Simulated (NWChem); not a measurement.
# MgHI; SMILES [MgH][I]

Program: NWChem. Coordinates come from a PBE-D3(BJ)/def2-SVP optimisation. def2 effective core potentials on I; no spin-orbit coupling. Vertical excitations in the gas phase; the lowest state need not have the same character in each row.

```json
[
 {"level": "PBE/def2-SVP, full TDDFT", "lowest excitation, singlet (eV)": "4.68", "oscillator strength of that lowest state": "0.040", "orbital gap (eV)": "4.58"},
 {"level": "B3LYP/def2-SVP, full TDDFT", "lowest excitation, singlet (eV)": "4.93", "oscillator strength of that lowest state": "0.042", "orbital gap (eV)": "5.88"},
 {"level": "BHandHLYP/def2-SVP, full TDDFT", "lowest excitation, singlet (eV)": "5.42", "oscillator strength of that lowest state": "0.048", "orbital gap (eV)": "?"},
 {"level": "LRC-wPBEh/def2-SVP, full TDDFT", "lowest excitation, singlet (eV)": "5.43", "oscillator strength of that lowest state": "0.051", "orbital gap (eV)": "9.73"}
]
```

### Question
Fill in the missing entries.

### Answer

- BHandHLYP/def2-SVP, full TDDFT, orbital gap (eV): 7.95
